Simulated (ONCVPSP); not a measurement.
# Pt (Z = 78): excitation energies, all-electron against ONCV

Pt, optimised norm-conserving Vanderbilt (ONCV), made with ONCVPSP 4.0.1 (PBE, scalar-relativistic). Core [Kr] 4d10, reference 4f14 5s2 5p6 5d9 6s0.5 (charge +0.5). Waves: 5s+6s: rc 1.55 bohr, ncon 4, nbas 8, qcut 6 1/bohr, 3 projectors, debl 0.7 Ha; 5p: rc 1.40 bohr, ncon 4, nbas 8, qcut 10.6 1/bohr, 2 projectors, debl 0.4 Ha; 5d: rc 2.25 bohr, ncon 4, nbas 9, qcut 8.1 1/bohr, 2 projectors, debl 1.5 Ha; 4f: rc 0.48 bohr, ncon 4, nbas 8, qcut 22 1/bohr, 2 projectors, debl 3.2 Ha. Local part: polynomial inside 0.48 bohr (lpopt 5, dvloc0 0 Ha). Core correction: Teter function, fcfact 4.5, rcfact 1.8.

In the p channel the program set the typed energies aside and used -2.205, 0.250 Ha.

Energies are relative to the spin-unpolarised reference configuration 4f14 5s2 5p6 5d9 6s0.5; without spin polarisation the order of configurations can differ from experiment.

```tsv
valence configuration	charge	ΔE all-electron (eV)	error AE − PS (meV)
4f14 5s2 5p6 5d9 6s1	0	-3.694	+0.8
4f14 5s2 5p6 5d8 6s0	+2	25.466	-5.6
4f13 5s2 5p6 5d10 6s0	+1	74.442	-721
```

**Question.** What are ΔE and the potential's error for 4f14 5s2 5p6 5d9 6s0?

**Answer.** ΔE = 5.500 eV all-electron; the error (AE − PS) is -3.0 meV.

Levels in the configuration 4f14 5s2 5p6 5d9 6s1:

| level | all-electron (eV) | pseudo (eV) |
| --- | --- | --- |
| 4f | -70.077 | -69.948 |
| 5s | -101.819 | -101.799 |
| 5p | -56.019 | -56.018 |
| 5d | -6.141 | -6.143 |
| 6s | -5.659 | -5.657 |

Note: ghosts flagged at negative energy: s at -18803.0 eV, s at -1211.6 eV, p at -745.9 eV; GHOST(+) flagged for d at 54.1 eV, s at 345.4 eV. A true bound ghost makes a file unfit for plane-wave use.
